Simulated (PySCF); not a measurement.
Structure with atom numbers: `[CH3:1][C:2]#[C:3][Si@H:4]1[SiH2:5][Si@H:6]([OH:7])[SiH2:8]1`; H(Xn) means a hydrogen on atom n. Ha(Si5), Ha(Si8) are cis to C3 on the ring; Hb(Si5), Hb(Si8) are trans to C3 on the ring.

PySCF 2.14 calculation with shielding tensors at PBE0/pcSseg-1 (GIAO) and geometry: GFN2-xTB; fast rotation and ring inversion assumed for equivalent nuclei, isolated molecule, a single conformation, relativity neglected.

Scale: TMS for ¹³C (σ = 186.93 ppm), ¹H (σ = 31.72 ppm), ²⁹Si (σ = 349.16 ppm); ¹⁷O (σ = 336.08 ppm) against H2O (reference shieldings calculated alike).

```tsv
atoms	nucleus	count	δ (ppm)
Ha(Si5)/Ha(Si8)	¹H	2	4.14
C1	¹³C	1	6.7
H(C1)	¹H	3	?
Hb(Si5)/Hb(Si8)	¹H	2	4.34
Si5/Si8	²⁹Si	2	-80.5
H(Si6)	¹H	1	6.74
Si6	²⁹Si	1	21.0
O7	¹⁷O	1	3.8
Si4	²⁹Si	1	?
C3	¹³C	1	79.8
H(Si4)	¹H	1	?
H(O7)	¹H	1	?
C2	¹³C	1	119.8
```

**Question.** Fill in the missing shifts.

**Answer.** 
- H(Si4): 5.14 ppm, hydrogen on a silicon bonded to C, 2 Si, in a 4-membered ring
- H(C1): 2.07 ppm, hydrogen on a propargylic methyl carbon
- H(O7): 0.15 ppm, hydrogen on an oxygen bonded to Si; labile proton, position sensitive to the medium
- Si4: -83.9 ppm, silicon bonded to C, 2 Si, H, in a 4-membered ring

OH and NH positions are those of a molecule without intermolecular hydrogen bonds; in solution they move with solvent, concentration and temperature, and exchange usually removes their couplings. Shifts are as computed. Against solution values, carbons near 30 ppm lie about +3 ppm off and those near 130 ppm about +5 ppm. Of 1211 compounds with measured shifts, 218 miss one by over three times the rms of a fit or turn the order of signals round; such compounds aren't used in these exercises. Experimental scales use liquid or dissolved standards, which lie at an offset from isolated H2O (liquid H2O: subtract about 36 ppm).
